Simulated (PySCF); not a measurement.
Spin states of CsBr

Unrestricted PBE0; PySCF, scalar-relativistic core potentials, basis sets Cs def2-TZVPP with ECP46, Br def2-TZVPP. Outer shells of the fragments: Cs 6s1; Br 3d10 4s2 4p5.

Followed along the bond (rough minima from three points):

| 2Ms+1 | unpaired | ⟨S²⟩ at the start | R at minimum (Å) | Te (eV) |
| --- | --- | --- | --- | --- |
| 1 | none | 0.00 | 3.10 | 0.00 |
| 3 | σ ↑↑ | 2.00 | none in the scan | ≤ 4.26 |

Solutions found at the starting distance of 3.320 Å, counted from the lowest of them; the search is not exhaustive and high or unbound solutions are not listed, so other states can lie among these:

```
2Ms+1  unpaired   term  E (eV)  ⟨S²⟩  ⟨Lz²⟩   μ (D)
    1      none    ¹Σ⁺    0.00  0.00   0.00  -12.14
    1  σ ↑, π ↓  mixed    4.18  1.00   1.01    1.59
    3      σ ↑↑    ³Σ⁺    4.26  2.00   0.00    1.61
    3  σ ↑, π ↑     ³Π    5.46  2.00   1.00    4.02
    3  σ ↑, δ ↑     ³Δ    5.68  2.00   4.00    0.31
```

A term symbol is given only where ⟨S²⟩ and ⟨Lz²⟩ are close to those of a pure state; real π, δ and φ orbitals otherwise mix terms. A positive dipole means Cs(−)Br(+).

The measured ground state is X ¹Σ+ (Huber and Herzberg, Constants of Diatomic Molecules (1979)).

Spin–orbit coupling is left out. Counting both spins, an empty level lies below a filled one in some of these solutions, because spin and occupation are held.
